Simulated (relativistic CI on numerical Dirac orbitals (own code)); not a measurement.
**One change at a time: Mn⁸⁺**

Base calculation: Dirac-Coulomb-Breit CI, KLI orbitals optimised for each configuration, QED by a radiative potential, unscaled Slater integrals.

Configuration list (outside the closed core [Ne]): 3s²3p⁵, 3s3p⁶, 3s²3p⁴3d, 3s3p⁵3d, 3p⁶3d, 3s3p⁴3d², 3s²3p⁴4s, 3s²3p⁴4p, 3s²3p³3d4p, 3p⁶4s, 3s²3p⁴4d, 3p⁶4p, 3s3p⁵4s, 3s3p⁴3d4s, 3s²3p⁴4f, 3s3p⁵4p, 3s²3p⁴5s, 3s²3p⁴5p, 3s3p⁵4d, 3s²3p⁴5d, 3s²3p³4s4p, 3s²3p⁴5f, 3s²3p⁴5g, 3p⁵3d4p, 3s²3p⁴6s, 3s3p⁵4f, 3s²3p⁴6p, 3s²3p⁴6d, 3s3p⁴4s², 3s²3p³3d², 3s²3p²3d³, 3s3p³3d³, 3s²3p²3d²4s, 3s²3p²3d²4p, 3s²3p²3d²4d, 3p⁵3d², 3p⁴3d³, 3p⁴3d²4s, 3p⁴3d²4p, 3p⁴3d²4d, 3s²3p³3d4s, 3s3p³3d²4s, 3s²3p²3d4s², 3s²3p²3d4s4p, 3s²3p²3d4s4d, 3s²3p³4s², 3s3p³3d4s², 3s²3p²4s²4p, 3s²3p²4s²4d, 3p⁵3d4s, 3p⁴3d4s², 3p⁴3d4s4p, 3p⁴3d4s4d, 3s²3p³4p², 3s²3p²3d4p², 3s3p³3d4p², 3s²3p²4s4p², 3s²3p²4p³, 3s²3p²4p²4d. Double excitations out of closed p, d and f shells are left out; levels of such configurations are missing from the list, as are those of other unlisted configurations, and high levels can miss mixing partners. These lack a partner that the ground configuration has and come out too high: 3s²3p⁴4f, 3s3p⁵4p, 3s²3p⁴5s, 3s²3p⁴5p, 3s3p⁵4d.

The lowest level and the first level of each name with at least 55 % of one term (blank where a level has no safe partner in the second run):

| Level | Base (cm⁻¹) | Shift (cm⁻¹) |
| --- | --- | --- |
| 3s²3p⁵ ²P°3/2 | 0 | 0 |
| 3s²3p⁵ ²P°1/2 | 12490 | +203 |
| 3s3p⁶ ²S1/2 | 263946 | +70047 |
| 3s²3p⁴3d ⁴D7/2 | 358892 | -9360 |
| 3s²3p⁴3d ⁴D5/2 | 359110 | -9329 |
| 3s²3p⁴3d ⁴D3/2 | 360138 | -9298 |
| 3s²3p⁴3d ⁴D1/2 | 361261 | -9268 |
| 3s²3p⁴3d ⁴F9/2 | 389492 | -11410 |
| 3s²3p⁴3d ²P1/2 | 391646 | -6502 |
| 3s²3p⁴3d ⁴F7/2 | 393666 | -11318 |
| 3s²3p⁴3d ⁴F5/2 | 396638 | -11288 |
| 3s²3p⁴3d ⁴F3/2 | 398052 | -11160 |
| 3s²3p⁴3d ²P3/2 | 398561 | -6765 |
| 3s²3p⁴3d ²D3/2 | 405360 | -8097 |
| 3s²3p⁴3d ⁴P1/2 | 405688 | -9678 |
| 3s²3p⁴3d ⁴P3/2 | 409302 | -8853 |
| 3s²3p⁴3d ⁴P5/2 | 411327 | -8890 |
| 3s²3p⁴3d ²D5/2 | 413085 | -8254 |
| 3s²3p⁴3d ²F7/2 | 413269 | -9760 |
| 3s²3p⁴3d ²G9/2 | 421086 | -10312 |
| 3s²3p⁴3d ²G7/2 | 421792 | -9873 |
| 3s²3p⁴3d ²F5/2 | 424232 | -9122 |

At this charge configurations can still be misplaced by up to about 7 % of their energy.

One thing was changed in a second run, which moved the levels as shown. Which?
A. configuration mixing switched off
B. P86 correlation estimate
C. Breit term removed
D. QED terms removed

A. Configuration mixing switched off. Without mixing, levels that were pushed by configurations of the same parity and J return to their single-configuration places.

LS names give the leading component of a level, which can be under half, so a name can repeat, a term be missing and a line seem to break the LS rules.
